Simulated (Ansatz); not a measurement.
The lowest singlet and triplet of CHBr (SMILES [CH]Br); geometries from B3LYP-D3(BJ)/def2-TZVP, each state relaxed from the structure named, with no frequency check.
Singlet (charge 0, multiplicity 1):
```csv
atom,x (Å),y (Å),z (Å)
C,-1.4277,0.6063,0.0000
Br,0.3028,-0.0947,0.0000
H,-2.0332,-0.3225,0.0000
```

A positive gap puts the triplet lower; no zero-point energy. R- takes a restricted singlet. The triplet is unrestricted in single-reference levels. Active spaces average the two states.

Cores are frozen in the correlated methods. Filled d and f shells under p-block atoms count as core.

Programs: Ansatz (an electronic-structure program). Values without a source in brackets are computed.

R-PBE/def2-TZVPP gives -41.5 kJ/mol for the gap E(singlet) − E(triplet), vertical, at the singlet's geometry.

Task: Predict the shift from PBE, with its sign, for: R-r2SCAN/def2-TZVPP, R-PBE0/def2-TZVPP, R-wB97M-V/def2-TZVPP, R-B2PLYP/def2-TZVPP, R-MP2/cc-pVQZ, R-CCSD(T)/cc-pVQZ, SC-NEVPT2 on SA-CASSCF(2,2)/cc-pVQZ, FIC-MRCISD+Q on SA-CASSCF(2,2)/cc-pVQZ.

Result: R-r2SCAN/def2-TZVPP 25.4; R-PBE0/def2-TZVPP 11.2; R-wB97M-V/def2-TZVPP -20.5; R-B2PLYP/def2-TZVPP -7.6; R-MP2/cc-pVQZ -6.6; R-CCSD(T)/cc-pVQZ -14.9; SC-NEVPT2 on SA-CASSCF(2,2)/cc-pVQZ -6.6; FIC-MRCISD+Q on SA-CASSCF(2,2)/cc-pVQZ -14.3 kJ/mol. 2 of 8 lie above PBE; the widest gap is to R-r2SCAN/def2-TZVPP.

Doubts at one or more of the structures used: a restricted determinant that unrestricted orbitals would lower (R-PBE/def2-TZVPP, R-r2SCAN/def2-TZVPP, R-PBE0/def2-TZVPP, R-B2PLYP/def2-TZVPP, R-MP2/cc-pVQZ, R-CCSD(T)/cc-pVQZ).
